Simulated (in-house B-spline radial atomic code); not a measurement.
What moves the levels of neutral scandium ([Ar] 3d1 4s2)? Level of theory: Dirac-Hartree-Fock, average of the jj configuration, Fermi nucleus of rms radius 3.5702 fm; calculated with a B-spline radial code for spherical atoms.

Baseline run (computed): total energy -763.3792 hartree, 1s1/2 at -166.8841 hartree, 4s1/2 at -5.7521 eV with <r> = 3.939 bohr.

Changing the nucleus:

```json
{"nucleus": "Fermi nucleus of rms radius 3.5575 fm, A = 43", "ΔE (eV)": "-0.000279"}
{"nucleus": "Fermi nucleus of rms radius 3.5432 fm, A = 44", "ΔE (eV)": "-0.000591"}
{"nucleus": "Fermi nucleus of rms radius 3.5459 fm, A = 45", "ΔE (eV)": "-0.000532"}
{"nucleus": "Fermi nucleus of rms radius 3.5243 fm, A = 46", "ΔE (eV)": "-0.001"}
```

A larger nucleus binds the electrons less, roughly as the density at the nucleus times the change of the nuclear <r²>. The reference is A = 42.
